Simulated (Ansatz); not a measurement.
`F/C=N/[SiH3]` + `[OH][SnH3]` → `[SiH3][O][SnH3]` + `N=CF` at 600 K and 1 bar (ligand exchange at the Si–N bond).

Gas-phase electronic energies from Ansatz, PBE0-D4/def2-TZVP geometries. CCSD(T)/CBS adds triple-zeta CCSD(T) − MP2 to the extrapolated MP2 energy (def2 sets, frozen cores). This one scheme is used for every species. Elements past krypton have def2 core potentials. For Sn outer-core shells are correlated without core-valence functions, which leaves a few kJ/mol of doubt a bond. Each species was taken in one conformer, which may not be the lowest.

| species | CCSD(T)/CBS energy (Eh) | H − E (kJ/mol) | S (J/(mol·K)) |
| --- | --- | --- | --- |
| `F/C=N/[SiH3]` | -484.01982 | 174.6 | 374.4 |
| `[OH][SnH3]` | -291.59405 | 126.1 | 344.5 |
| `[SiH3][O][SnH3]` | -581.91447 | 186.6 | 450.8 |
| `N=CF` | -193.72220 | 115.2 | 286.5 |

H − E and S are ideal-gas, rigid-rotor, harmonic terms from PBE0-D4/def2-TZVP, for one conformer and one mirror image of each species. 1 Eh = 2625.50 kJ/mol, R = 8.31446 J/(mol·K).

Problem. By hand: ΔE, ΔH, ΔS and ΔG.

Solution. ΔE = (-581.91447) + (-193.72220) − (-484.01982) − (-291.59405) = -0.02280 Eh = -59.9 kJ/mol. Δ(H − E) = 186.6 + 115.2 − 174.6 − 126.1 = 1.1, so ΔH = -58.8 kJ/mol. ΔS = 450.8 + 286.5 − 374.4 − 344.5 = 18.4 J/(mol·K). ΔG = -58.8 − 600 × (18.4)/1000 = -69.8 kJ/mol.

Problem. By hand: the equilibrium constant, and the temperature at which ΔG would vanish if ΔH and ΔS stayed fixed.

Solution. log₁₀ K = −ΔG/(RT ln 10) = 6.1. ΔH and −TΔS have one sign here, so there is no such temperature.

ΔH outweighs TΔS. A doubt of 5 kJ/mol in ΔE shifts log₁₀ K by 0.4 here. Other conformers and mirror images would add mixing entropy, several J/(mol·K) or more a flexible species. Modes under 60 cm⁻¹, often nearly free rotors, make the harmonic entropy too high. These are equilibria of isolated gas molecules and say nothing of rates. Largest T1 diagnostic: 0.014 (customary marks: 0.02 for closed shells, 0.045 for open ones).
